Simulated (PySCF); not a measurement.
**Magnetisability: `CN1CCN(C)P1c1ccsc1`, C$_{8}$H$_{13}$N$_{2}$PS**

Geometry:
| atom | x (Å) | y (Å) | z (Å) |
| --- | --- | --- | --- |
| C1 | 0.147 | 2.156 | 1.391 |
| N2 | -0.628 | 0.992 | 1.030 |
| C3 | -1.412 | 1.110 | -0.185 |
| C4 | -2.119 | -0.233 | -0.285 |
| N5 | -1.120 | -1.223 | 0.084 |
| C6 | -1.658 | -2.527 | 0.408 |
| P7 | 0.113 | -0.561 | 1.083 |
| C8 | 1.401 | -0.379 | -0.237 |
| C9 | 2.691 | 0.143 | 0.053 |
| C10 | 3.474 | 0.251 | -1.047 |
| S11 | 2.668 | -0.291 | -2.469 |
| C12 | 1.254 | -0.659 | -1.559 |
| H13 | -0.531 | 2.990 | 1.584 |
| H14 | 0.703 | 1.938 | 2.301 |
| H15 | 0.856 | 2.458 | 0.608 |
| H16 | -2.118 | 1.939 | -0.090 |
| H17 | -0.784 | 1.282 | -1.074 |
| H18 | -2.480 | -0.433 | -1.300 |
| H19 | -2.977 | -0.259 | 0.401 |
| H20 | -2.083 | -2.974 | -0.495 |
| H21 | -2.444 | -2.488 | 1.173 |
| H22 | -0.850 | -3.164 | 0.764 |
| H23 | 3.005 | 0.420 | 1.045 |
| H24 | 4.480 | 0.615 | -1.121 |
| H25 | 0.401 | -1.080 | -2.054 |

Method used: GIAO BHandHLYP/pcSseg-1 magnetisability, rotational g tensor and spin-rotation constants, non-relativistic, gas phase (PySCF). Geometry: GFN2-xTB.

(1) What are the magnetisability and the molar susceptibility?

(2) Split it along the inertial axes a, b, c into diamagnetic and paramagnetic parts about the centre of mass, with the quadrupole moment.

(3) And the rotational g tensor?

Answers

(1) Isotropic -2199 × 10⁻³⁰ J/T², or -132.4 × 10⁻⁶ cm³/mol; principal values -2752, -1972, -1874 × 10⁻³⁰ J/T², anisotropy 833 × 10⁻³⁰ J/T² (root of half the summed squared differences of the principal values). The susceptibility is in cgs units.

(2) 
```tsv
axis	χ (10⁻⁶ cm³/mol)	diamagnetic (10⁻⁶ cm³/mol)	paramagnetic (10⁻⁶ cm³/mol)	summed x² of all electrons (Å²)	quadrupole Θ (D Å)
a	-118.9	-1229.4	1110.5	443.9	-0.51
b	-137.5	-2295.4	2157.9	192.6	+4.46
c	-140.9	-2700.4	2559.5	97.2	-3.95
```
Anisotropies 2χaa − χbb − χcc = +40.6 and 2χbb − χaa − χcc = -15.1 × 10⁻⁶ cm³/mol. Θ is traceless in Buckingham's convention.

(3) 
```
axis  rotational constant (GHz)        g  nuclear part  electronic part
   a                     1.1764  -0.0180        0.5958          -0.6138
   b                     0.5462  -0.0043        0.5494          -0.5537
   c                     0.4665  -0.0019        0.5590          -0.5609
```
Asymmetric top; isotopes 12C, 1H, 14N, 31P, 32S; no vibrational averaging.
